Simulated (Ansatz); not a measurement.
Reaction (formal exchange of groups at the Si–B bond): `CB[SiH2]BC` + `C=CCl` → `CB[SiH3]` + `CB/C=C/Cl`

Gas-phase electronic energies from Ansatz, PBE0-D4/def2-TZVP geometries. CCSD(T)/CBS is the MP2 limit (def2-TZVPP, def2-QZVPP) plus CCSD(T) − MP2 in def2-TZVPP, frozen cores. This one scheme is used for every species. Each species was taken in one conformer, which may not be the lowest.

`CB[SiH2]BC`:

```xyz
15

C     1.391    0.137   -2.289
B     1.164   -0.527   -0.904
Si    0.796    0.519    0.780
B    -1.219    0.498    0.856
C    -2.030   -0.554    1.659
H     2.486    0.104   -2.421
H     0.986   -0.437   -3.127
H     1.099    1.185   -2.374
H     1.198   -1.726   -0.830
H     1.331    1.910    0.684
H     1.390   -0.144    1.980
H    -1.818    1.338    0.241
H    -1.482   -1.442    1.978
H    -2.319   -0.018    2.579
H    -2.974   -0.842    1.188
```

`C=CCl`:

Z-matrix (Å, degrees):
```
C
C 1 1.320
H 1 1.083 2 119.4
H 1 1.083 2 122.2 3 180.0
Cl 2 1.721 1 123.5 3 -180.0
H 2 1.083 1 123.6 3 -0.0
```

`CB[SiH3]`:

Cartesian coordinates in Å:
```
C -0.093 -0.341 1.540
B 0.049 0.615 0.327
Si 0.114 0.010 -1.597
H -1.184 -0.346 1.720
H 0.351 0.026 2.468
H 0.189 -1.381 1.368
H 0.084 1.798 0.529
H -0.843 0.774 -2.448
H -0.154 -1.444 -1.787
H 1.486 0.288 -2.120
```

`CB/C=C/Cl`:

```xyz
11

C    -0.802    0.321   -1.327
B     0.604   -0.057   -0.767
C     0.937   -0.290    0.722
C     0.003   -0.173    1.666
Cl    0.283   -0.412    3.340
H    -0.721    1.252   -1.902
H    -1.106   -0.431   -2.066
H    -1.613    0.436   -0.606
H     1.501   -0.179   -1.557
H     1.942   -0.555    1.040
H    -1.028    0.087    1.458
```

```csv
species,CCSD(T)/CBS(def2) energy (Eh)
`CB[SiH2]BC`,-420.75180
`C=CCl`,-537.65823
`CB[SiH3]`,-356.10570
`CB/C=C/Cl`,-602.32144
```

Problem. Work out ΔE.

Solution. ΔE = (-356.10570) + (-602.32144) − (-420.75180) − (-537.65823) = -0.01711 Eh = -44.9 kJ/mol.

Largest T1 diagnostic among the species: 0.013.
